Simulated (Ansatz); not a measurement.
Reactions of `FCCC(F)(F)CF`.

Computed with Ansatz on PBE0-D4/def2-TZVP structures; ΔE is electronic, products minus reactants. CBS: MP2 limit from def2 TZ/QZ plus the TZ coupled-cluster correction, frozen cores. This one scheme is used for every species. For Se outer-core shells are correlated without core-valence functions, which leaves a few kJ/mol of doubt a bond. Scalar relativity is left out up to krypton. One conformer a species, not always the lowest.

(1) Order these by ΔE at CCSD(T)/CBS, lowest first. (Best estimate.)
A. `FCCC(F)(F)CF` + `CC(O)F` → `CC(F)OCCF` + `FCC(F)F`
B. `FCCC(F)(F)CF` + `C=N` → `N=CCF` + `CC(F)(F)CF`
C. `FCCC(F)(F)CF` + `OC[SeH]` → `OC[Se]CF` + `CC(F)(F)CF`

Largest T1 diagnostic: 0.012, for `C=N`.

Results:

(1) B (-24.9 kJ/mol), C (-9.3 kJ/mol), A (+59.1 kJ/mol).
